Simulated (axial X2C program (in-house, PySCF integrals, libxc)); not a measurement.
SnF⁻: cheaper levels and CCSD(T), two-component

Calculated with an in-house relativistic program for diatomic molecules. Two-component (2c) means X2C with spin–orbit coupling and atomic mean-field two-electron Coulomb and Gaunt terms. Basis: Sn dyall-acv3z [12s13p10d5f1g], F dyall-av3z [7s6p3d2f] (cores contracted in-house); Gaussian nuclei, density fitting, unrestricted open shells. Masses: Sn 119.902 u, F 18.998 u.

State: Ω = 1 (⟨Sz⟩ = 1.00, ⟨Lz⟩ = 0.00 at HF); fragments Sn + F-.

| level | Re (Å) | ωe (cm⁻¹) |
| --- | --- | --- |
| PBE0 | 2.031 | 459.6 |
| HF | 2.012 | 478.7 |
| MP2 | 2.049 | 451.6 |
| CCSD | 2.038 | 460.7 |
| PBEsol | 2.034 | 455.8 |

Correlated methods: 12 electrons correlated (number of frozen shells: Sn 4 s, 3 p, 2 d; F 1 s), 288 virtual spin orbitals or spinors in MP2, 90 natural virtuals in coupled cluster.

CCSD(T), same Hamiltonian and basis:

Re = 2.045 Å, ωe = 455.4 cm⁻¹; T1 = 0.017 (Lee–Taylor normalisation).

Problem. Give the differences from CCSD(T) in the columns below.

Solution. 

```
 level  ΔRe (Å)  Δωe (cm⁻¹)
  PBE0   -0.014           4
    HF   -0.033          23
   MP2    0.004          -4
  CCSD   -0.007           5
PBEsol   -0.011           0
```

The state is a single determinant with fixed occupations, the lowest that a limited PBE0 search found. De is not given where an atomic determinant may have missed its ground term or J level, or where the truncated virtual space spoils (T). Density functionals use the spin component along the axis (collinear). CCSD and (T) use frozen natural virtuals with an MP2 correction for the truncation; (T) itself is uncorrected, so its De runs slightly low. PBE0 can misorder states that lie within some tenths of an eV, so this need not be the ground state of the molecule. The nearest other 2c determinant of the search, Ω = 0, lies 0.41 eV up at the distance of the search. Without a current term, density functionals place determinants with orbital angular momentum somewhat too high. With several unpaired electrons one determinant need not be a pure state. Open-shell Ω = 0 determinants with evenly filled partner blocks cannot be reached by this program, so the Ω shown need not be the lowest component. This is the Ω = 1 component of a π² triplet; the 0⁺ component is not one determinant and can lie lowest. The highest occupied level of some functionals is positive through self-interaction error; at Hartree–Fock it is bound. With the outer-core shells frozen, correlated bond lengths of heavy atoms tend to come out a few hundredths of an ångström too long.
